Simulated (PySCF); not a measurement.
## Atomic charges by several schemes

C6H11NO2Si.
Structure used (GFN2-xTB), in Å, numbered top down from 1:
```
atom  x, y, z in Å
C1     3.021   -1.046   -0.712
O2     1.812   -0.857    0.014
C3     1.152    0.294   -0.162
O4     1.522    1.181   -0.890
C5    -0.106    0.315    0.666
C6    -0.251    1.613    1.439
N7     0.195    2.746    1.163
C8    -1.308    0.210   -0.265
C9    -2.634   -0.254    0.352
Si10  -1.924   -1.460   -0.908
H11    3.336   -0.100   -1.157
H12    3.773   -1.408   -0.012
H13    2.852   -1.786   -1.495
H14   -0.092   -0.537    1.350
H15   -0.880    1.534    2.323
H16    0.773    2.791    0.323
H17   -1.384    1.080   -0.909
H18   -3.498    0.354    0.120
H19   -2.602   -0.501    1.404
H20   -2.497   -1.503   -2.239
H21   -1.266   -2.650   -0.404
```

Density: PBE0/pcSseg-1 (PySCF); schemes: Mulliken, IAO, Hirshfeld and ESP-fitted. Isolated species at its GFN2-xTB geometry (one conformer only). GFN2-xTB frequencies show an imaginary mode (20i cm⁻¹), so this geometry is no minimum at that level.

Problem. Which atoms carry the highest charge in the Mulliken, IAO, Hirshfeld and ESP-fitted schemes?

Solution. The schemes don't all agree: Mulliken C3 (+0.561); IAO Si10 (+0.615); Hirshfeld Si10 (+0.301); ESP-fitted C3 (+0.887).

Problem. At which atom do the 4 schemes differ most?

Solution. At C5: from -0.811 (ESP-fitted) to -0.042 e (Hirshfeld), 0.769 e apart.

Problem. For which atoms does the sign change between the 4 schemes (beyond +0.03 e in one, beyond −0.03 e in another)?

Solution. For none.

Problem. What partial charge does each atom carry?

Solution. In e:

```
atom                    environment  Mulliken     IAO  Hirshfeld  ESP-fitted
  C1                 methoxy carbon    -0.045  -0.223     -0.035      -0.218
  O2     ester single-bonded oxygen    -0.469  -0.336     -0.095      -0.324
  C3          ester carbonyl carbon    +0.561  +0.527     +0.217      +0.887
  O4          ester carbonyl oxygen    -0.432  -0.469     -0.236      -0.605
  C5  sp3 carbon next to a carbonyl    -0.275  -0.191     -0.042      -0.811
  C6                   imine carbon    +0.121  +0.041     +0.049      +0.655
  N7                 imine nitrogen    -0.326  -0.425     -0.235      -0.882
  C8    sp3 carbon bound to silicon    -0.404  -0.341     -0.108      +0.030
  C9    sp3 carbon bound to silicon    -0.386  -0.522     -0.164      -0.618
Si10                   SiH2 silicon    +0.511  +0.615     +0.301      +0.190
 H11                methyl hydrogen    +0.137  +0.164     +0.043      +0.142
 H12                methyl hydrogen    +0.126  +0.160     +0.055      +0.137
 H13                methyl hydrogen    +0.122  +0.154     +0.052      +0.131
 H14               methine hydrogen    +0.132  +0.155     +0.045      +0.221
 H15       hydrogen on a C=N carbon    +0.109  +0.139     +0.045      +0.010
 H16                   N–H hydrogen    +0.181  +0.257     +0.091      +0.470
 H17               methine hydrogen    +0.151  +0.162     +0.043      +0.143
 H18             methylene hydrogen    +0.155  +0.164     +0.048      +0.212
 H19             methylene hydrogen    +0.144  +0.154     +0.044      +0.227
 H20                  Si–H hydrogen    -0.057  -0.092     -0.058      -0.010
 H21                  Si–H hydrogen    -0.056  -0.094     -0.059      +0.012
```

Mean size of the charges over all atoms: ESP-fitted 0.330 e, IAO 0.256 e, Mulliken 0.233 e, Hirshfeld 0.098 e. Each set sums to the total charge, 0, to within 0.001 e. The ESP scheme is a least-squares fit of atom-centred charges to the potential on four shells outside the van der Waals surface, with the total charge fixed.

Problem. How closely do the schemes follow one another over all atoms?

Solution. Correlation coefficient and root-mean-square difference: Mulliken with IAO 0.97, 0.076 e; IAO with Hirshfeld 0.97, 0.184 e; Mulliken with Hirshfeld 0.93, 0.172 e; Mulliken with ESP-fitted 0.80, 0.270 e; IAO with ESP-fitted 0.79, 0.271 e; Hirshfeld with ESP-fitted 0.78, 0.349 e.

Problem. Sum the charges by element, for elements with more than one atom.

Solution. 
```json
{"element": "C", "atoms": "6", "Mulliken": "-0.428", "IAO": "-0.709", "Hirshfeld": "-0.084", "ESP-fitted": "-0.074"}
{"element": "O", "atoms": "2", "Mulliken": "-0.901", "IAO": "-0.804", "Hirshfeld": "-0.331", "ESP-fitted": "-0.929"}
{"element": "H", "atoms": "11", "Mulliken": "+1.145", "IAO": "+1.323", "Hirshfeld": "+0.350", "ESP-fitted": "+1.696"}
```
